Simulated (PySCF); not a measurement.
Atomic charges by several schemes

Species: C₆H₁₅NSi.
Atom-mapped SMILES: `[CH2:1]=[CH:2][C@H:3]([CH3:4])[SiH2:5][NH:6][CH2:7][CH3:8]` (hydrogens: H9, H10 on C1; H11 on C2; H12 on C3; H13, H14, H15 on C4; H16, H17 on Si5; H18 on N6; H19, H20 on C7; H21, H22, H23 on C8)

Cartesian coordinates in Å at the GFN2-xTB level; atoms count from 1:
```xyz
23
C6H15NSi angstrom
C     -2.525   -1.425   -1.632
C     -1.745   -0.390   -1.372
C     -1.787    0.433   -0.133
C     -1.562    1.908   -0.451
Si    -0.501   -0.229    1.121
N      1.007   -0.269    0.309
C      2.246   -0.651    0.945
C      3.433    0.053    0.299
H     -3.291   -1.742   -0.942
H     -2.435   -1.997   -2.540
H     -0.990   -0.095   -2.092
H     -2.769    0.320    0.332
H     -1.631    2.509    0.453
H     -0.577    2.062   -0.887
H     -2.309    2.268   -1.158
H     -0.348    0.699    2.246
H     -0.984   -1.525    1.629
H      1.021   -0.474   -0.679
H      2.172   -0.373    1.998
H      2.397   -1.739    0.900
H      4.354   -0.210    0.813
H      3.298    1.131    0.348
H      3.524   -0.238   -0.746
```

Density: PBE0/pcSseg-1 (PySCF); schemes: Mulliken, IAO, Hirshfeld and ESP-fitted. The structure is a single GFN2-xTB conformer in the gas phase; no vibrational or solvent corrections.

Task: At which atom do the 4 schemes differ most?

Result: At C3: from -0.543 (Mulliken) to +0.099 e (ESP-fitted), 0.642 e apart.

Task: Do the Mulliken, IAO, Hirshfeld and ESP-fitted schemes agree on where the charge is lowest?

Result: All schemes agree: Mulliken N6 (-0.688); IAO N6 (-0.682); Hirshfeld N6 (-0.240); ESP-fitted N6 (-0.607).

Task: What partial charge does each atom carry?

Result: In e:

| atom | environment | Mulliken | IAO | Hirshfeld | ESP-fitted |
| --- | --- | --- | --- | --- | --- |
| C1 | terminal =CH2 carbon | -0.133 | -0.337 | -0.113 | -0.484 |
| C2 | alkene CH carbon | -0.226 | -0.128 | -0.037 | -0.126 |
| C3 | sp3 carbon bound to silicon | -0.543 | -0.374 | -0.105 | +0.099 |
| C4 | methyl carbon | -0.218 | -0.410 | -0.118 | -0.435 |
| Si5 | SiH2 silicon | +0.826 | +0.896 | +0.359 | +0.288 |
| N6 | silicon-bound nitrogen | -0.688 | -0.682 | -0.240 | -0.607 |
| C7 | sp3 carbon bound to nitrogen | -0.056 | -0.130 | -0.018 | +0.318 |
| C8 | methyl carbon | -0.275 | -0.423 | -0.122 | -0.491 |
| H9 | vinylic hydrogen | +0.106 | +0.143 | +0.043 | +0.185 |
| H10 | vinylic hydrogen | +0.112 | +0.149 | +0.043 | +0.184 |
| H11 | vinylic hydrogen | +0.104 | +0.133 | +0.043 | +0.137 |
| H12 | methine hydrogen | +0.141 | +0.144 | +0.041 | +0.075 |
| H13 | methyl hydrogen | +0.118 | +0.141 | +0.041 | +0.117 |
| H14 | methyl hydrogen | +0.110 | +0.138 | +0.037 | +0.101 |
| H15 | methyl hydrogen | +0.119 | +0.139 | +0.037 | +0.117 |
| H16 | Si–H hydrogen | -0.121 | -0.151 | -0.089 | -0.072 |
| H17 | Si–H hydrogen | -0.121 | -0.168 | -0.098 | -0.105 |
| H18 | N–H hydrogen | +0.194 | +0.248 | +0.106 | +0.309 |
| H19 | methylene hydrogen | +0.114 | +0.135 | +0.042 | +0.038 |
| H20 | methylene hydrogen | +0.110 | +0.116 | +0.030 | -0.015 |
| H21 | methyl hydrogen | +0.109 | +0.141 | +0.042 | +0.114 |
| H22 | methyl hydrogen | +0.115 | +0.146 | +0.039 | +0.125 |
| H23 | methyl hydrogen | +0.104 | +0.134 | +0.039 | +0.127 |

Mean size of the charges over all atoms: IAO 0.244 e, Mulliken 0.207 e, ESP-fitted 0.203 e, Hirshfeld 0.082 e. Each set sums to the total charge, 0, to within 0.001 e. The IAO scheme projects the occupied orbitals on a minimal set of polarised atomic orbitals and counts the electrons in each atom's part of it.

Task: How many electrons does the Mulliken scheme count on N6?

Result: Z − q = 7 − (-0.688) = 7.688.

Task: Sum the charges by element, for elements with more than one atom.

Result: 
| element | atoms | Mulliken | IAO | Hirshfeld | ESP-fitted |
| --- | --- | --- | --- | --- | --- |
| C | 6 | -1.452 | -1.803 | -0.514 | -1.119 |
| H | 15 | +1.314 | +1.589 | +0.395 | +1.438 |
